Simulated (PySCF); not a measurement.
`C(/C(=C)F)(F)=C/Br`, C$_{4}$H$_{3}$BrF$_{2}$

Geometry:
```
atom   x (Å)   y (Å)   z (Å)
  C1  -1.811   0.581   0.056
  C2  -0.729  -0.192   0.171
  F3  -0.820  -1.431   0.643
  C4   0.623   0.225  -0.195
  F5   0.649   1.466  -0.692
  C6   1.798  -0.415  -0.104
 Br7   2.115  -2.129   0.540
  H8  -2.787   0.197   0.351
  H9  -1.719   1.593  -0.334
 H10   2.691   0.113  -0.445
```

Method used: quadratic response CAM-B3LYP/def2-TZVPD first hyperpolarisability, Taylor convention, gas phase (PySCF). Geometry: PBE0-D3(BJ)/def2-SVP.

The calculation is non-relativistic, which matters for the atoms heavier than Zn.

Question: Give the tensor of the static β(0;0,0) in the axes of these coordinates.

Answer: In au, Taylor convention; rows are the first index (the induced dipole):
|  | xx | yy | zz | xy | xz | yz |
| --- | --- | --- | --- | --- | --- | --- |
| x | +61.8 | +57.0 | +3.0 | -60.7 | +16.5 | -10.9 |
| y | -60.7 | -1.0 | +15.4 | +57.0 | -10.9 | +9.4 |
| z | +16.5 | +9.4 | -27.4 | -10.9 | +3.0 | +15.4 |

Norm of βᵢ = ⅓ Σⱼ (βᵢⱼⱼ + βⱼᵢⱼ + βⱼⱼᵢ): 130.4 au, hyper-Rayleigh value 62.9 au.
